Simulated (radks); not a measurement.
Polarisabilities and homonuclear dispersion coefficients (atomic units). Code: a radial shooting solver on a logarithmic mesh with Libxc functionals. Model: non-relativistic Kohn-Sham, LDA (Slater exchange, Perdew-Wang correlation), spin-polarised, spherical densities, point nucleus; open shells are filled with parallel spins first (spin-orbit coupling, left out, can overturn this in heavy ions). Response by self-consistent Sternheimer equations with the Hartree and adiabatic LDA kernel. For heavy and open-shell atoms this level of theory can miss by tens of per cent. "Uncoupled" leaves out the induced potential. Quadrupole and octupole values are given only where no p, d or f shell is open. The Sternheimer factor gamma scales a distant field gradient at the nucleus by 1 - gamma.

| species | configuration | alpha1 (bohr^3) | alpha1, uncoupled | alpha2 (bohr^5) | alpha3 (bohr^7) | C6 | C8 | Sternheimer gamma | recommended alpha1 |
|---|---|---|---|---|---|---|---|---|---|
| Nb | [Kr] 4d4 5s1 | 92.79 | 160.1 | - | - | 1032 | - | - | 98 +/- 8 |
| Cd | [Kr] 4d10 5s2 | 52.80 | 100.4 | 527.6 | 9450 | 481.0 | 26610 | -20.6 | 46 +/- 2 |
| Pd | [Kr] 4d10 | 28.39 | 45.31 | 459.7 | 4976 | 203.4 | 8796 | -20.7 | 26.14 +/- 0.1 |
| Fe+ | [Ar] 3d6 4s1 | 24.41 | 34.81 | - | - | 120.4 | - | - | - |
| He | [He] | 1.659 | 1.809 | 3.580 | 18.65 | 1.866 | 21.47 | 0.435 | 1.38375 +/- 2e-05 |
| Ne | [Ne] | 3.052 | 3.483 | 9.680 | 65.24 | 7.396 | 114.8 | -10.3 | 2.6611 +/- 3e-05 |
| Ga | [Ar] 3d10 4s2 4p1 | 59.33 | 81.00 | - | - | 491.9 | - | - | 50 +/- 3 |
| Mg+ | [Ne] 3s1 | 30.58 | 35.58 | 164.7 | 1712 | 126.1 | 4366 | -2.17 | - |
| P+ | [Ne] 3s2 3p2 | 14.39 | 23.37 | - | - | 73.91 | - | - | - |

Recommended values: Schwerdtfeger and Nagle, table of static dipole polarisabilities (2023 update), measured or computed.

Beside tabulated values, note that relativity, absent from the non-relativistic runs, is large for the heavy elements.
